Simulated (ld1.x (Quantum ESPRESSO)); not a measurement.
# u(r) = r·R(r): atom against pseudo-atom (chromium)

Columns: radius, all-electron u(r) and pseudo u(r) of the 3d shell (level -2.91 eV) of chromium in the configuration [Ar] 3d5 4s1 4p0; PBE, scalar-relativistic, PAW scheme, ld1.x (Quantum ESPRESSO) 7.5.

```json
{"r (bohr)": "0.160", "all-electron": "0.1254", "pseudo": "0.0017"}
{"r (bohr)": "0.320", "all-electron": "0.4061", "pseudo": "0.0130"}
{"r (bohr)": "0.480", "all-electron": "0.6315", "pseudo": "0.0411"}
{"r (bohr)": "0.640", "all-electron": "0.7572", "pseudo": "0.0893"}
{"r (bohr)": "0.800", "all-electron": "0.8002", "pseudo": "0.1559"}
{"r (bohr)": "0.960", "all-electron": "0.7910", "pseudo": "0.2346"}
{"r (bohr)": "1.120", "all-electron": "0.7542", "pseudo": "0.3160"}
{"r (bohr)": "1.280", "all-electron": "0.7052", "pseudo": "0.3899"}
{"r (bohr)": "1.440", "all-electron": "0.6524", "pseudo": "0.4471"}
{"r (bohr)": "1.600", "all-electron": "0.6003", "pseudo": "0.4818"}
{"r (bohr)": "1.760", "all-electron": "0.5510", "pseudo": "0.4927"}
{"r (bohr)": "1.920", "all-electron": "0.5053", "pseudo": "0.4825"}
{"r (bohr)": "2.080", "all-electron": "0.4635", "pseudo": "0.4575"}
{"r (bohr)": "2.240", "all-electron": "0.4255", "pseudo": "0.4248"}
{"r (bohr)": "2.400", "all-electron": "0.3910", "pseudo": "0.3910"}
{"r (bohr)": "2.560", "all-electron": "0.3597", "pseudo": "0.3597"}
{"r (bohr)": "2.720", "all-electron": "0.3311", "pseudo": "0.3311"}
{"r (bohr)": "2.880", "all-electron": "0.3051", "pseudo": "0.3051"}
{"r (bohr)": "3.040", "all-electron": "0.2813", "pseudo": "0.2813"}
{"r (bohr)": "3.200", "all-electron": "0.2595", "pseudo": "0.2595"}
{"r (bohr)": "3.360", "all-electron": "0.2395", "pseudo": "0.2395"}
{"r (bohr)": "3.520", "all-electron": "0.2211", "pseudo": "0.2211"}
{"r (bohr)": "3.680", "all-electron": "0.2042", "pseudo": "0.2042"}
{"r (bohr)": "3.840", "all-electron": "0.1886", "pseudo": "0.1886"}
{"r (bohr)": "4.000", "all-electron": "0.1742", "pseudo": "0.1742"}
{"r (bohr)": "4.160", "all-electron": "0.1609", "pseudo": "0.1609"}
```

Q: How many radial nodes do the two functions have?

A: The all-electron 3d function has n − l − 1 = 0; the pseudo-wave has 0.

Q: At about which radius was the pseudo-wave matched?

A: 2.50 bohr, where the columns begin to agree (steps of 0.16 bohr).

Q: Is the pseudo-wave norm-conserving?

A: No, it belongs to a PAW set: the norm inside the radius is not constrained, and the difference is carried by the augmentation charge.
